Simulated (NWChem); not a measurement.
Molecule: C2H6Ge; SMILES C=[CH][GeH3]

Computed with NWChem. Pople sets run with spherical d functions. All runs use the structure optimised with PBE-D3(BJ)/def2-SVP. Level SCAN/6-31G*: energy and gradient on several grids; changes count from the extra-fine grid, which is no exact limit either.

```csv
grid,size of the energy change (μHa),largest change of a gradient component (μHa/bohr)
xcoarse,8000,3000
coarse,9000,2000
medium,1000,700
fine,2000,700
xfine,< 10,< 30
```
